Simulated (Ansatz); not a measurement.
The first iterations of a band of C2H7BSi2 (12 atoms, charge 0, multiplicity 1).

These are results of RHF/def2-mTZVP (Ansatz), not measurements.

* movable images: 7
* climbing image: yes
* spring: 5.0 eV/Å²
* optimiser: quadratic models (default)
* start path: through a guess of the saddle point
* force threshold: 0.03 eV/Å
* iteration limit: 60
* end points: relaxed

Image 0:

```xyz
12
Properties=species:S:1:pos:R:3
B -1.409 -0.663 0.362
C -0.157 -0.986 1.231
C 1.045 -0.452 0.958
Si 1.265 0.730 -0.515
Si -0.986 0.626 -1.174
H -2.466 -1.142 0.615
H -0.235 -1.651 2.078
H 1.880 -0.710 1.593
H 2.267 0.182 -1.453
H 1.767 2.037 -0.041
H -1.699 1.920 -1.096
H -1.196 0.055 -2.523
```

Image 8:

```xyz
12
Properties=species:S:1:pos:R:3
B -1.508 -0.661 -0.027
C -0.156 -1.083 0.779
C 1.062 -0.524 0.775
Si 1.408 0.980 -0.269
Si -0.824 0.972 -1.026
H -2.419 -0.333 0.697
H -0.271 -1.952 1.414
H 1.839 -0.957 1.385
H 2.390 0.799 -1.359
H 1.771 2.209 0.467
H -1.348 1.984 -1.970
H -1.866 -1.489 -0.832
```

| iteration | highest image above the first end (eV) | largest band force component (eV/Å) |
| --- | --- | --- |
| 1 | 3.049 | 6.123 |
| 2 | 2.034 | 2.084 |
| 3 | 1.746 | 1.953 |
| 4 | 1.737 | 1.622 |

Question: Does the band converge within its limit, and where does its top end?

Answer: The forces met the threshold. It ended after 12 iterations with the highest image 1.724 eV above the first end. A vibrational analysis at the climbing image gives one clearly imaginary mode, 259i cm⁻¹: a first-order saddle point. The orbitals stay closed-shell, which can raise the energy where a bond breaks towards radicals; this wasn't checked here.

Run time: 2.4 min on 2 threads of Intel(R) Xeon(R) Platinum 8488C (Sapphire Rapids), with other jobs on the host, peak memory 0.3 GiB.
